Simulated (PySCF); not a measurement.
SMILES O[SiH](O)I, PBE0/def2-SVP optimised geometry.

```
7

Si    -0.72    -0.63     0.00
O     -1.38     0.89     0.00
O      0.93    -0.63     0.00
I     -1.58    -1.66    -2.04
H     -1.11    -1.42     1.18
H     -1.21     1.42     0.78
H      1.38    -0.29    -0.79
```

Density from PBE0/def2-TZVP, def2 effective core potentials past Kr in PySCF at that geometry. The core electrons that the potentials of I replace are not part of the density.

Minimum of the electron density along straight lines between bonded atoms, close to the bond critical point (lines longer than 1.1 times the sum of covalent radii, or with two minima, are not listed):

```json
[
 {"bond": "Si1–O2", "length / Å": "1.653", "ρ at the minimum / e bohr⁻³": "0.139", "∇²ρ there / e bohr⁻⁵": "0.80", "position (fraction from the first atom)": "0.41"},
 {"bond": "Si1–O3", "length / Å": "1.650", "ρ at the minimum / e bohr⁻³": "0.139", "∇²ρ there / e bohr⁻⁵": "0.82", "position (fraction from the first atom)": "0.41"},
 {"bond": "Si1–I4", "length / Å": "2.441", "ρ at the minimum / e bohr⁻³": "(withheld)", "∇²ρ there / e bohr⁻⁵": "(withheld)", "position (fraction from the first atom)": "0.34"},
 {"bond": "Si1–H5", "length / Å": "1.480", "ρ at the minimum / e bohr⁻³": "0.128", "∇²ρ there / e bohr⁻⁵": "0.13", "position (fraction from the first atom)": "0.49"},
 {"bond": "O2–H6", "length / Å": "0.963", "ρ at the minimum / e bohr⁻³": "0.352", "∇²ρ there / e bohr⁻⁵": "-2.39", "position (fraction from the first atom)": "0.81"},
 {"bond": "O3–H7", "length / Å": "0.963", "ρ at the minimum / e bohr⁻³": "0.353", "∇²ρ there / e bohr⁻⁵": "-2.42", "position (fraction from the first atom)": "0.81"}
]
```

Q: What belongs in the gaps?

A: 
- Si1–I4, ρ at the minimum / e bohr⁻³: 0.083
- Si1–I4, ∇²ρ there / e bohr⁻⁵: -0.05
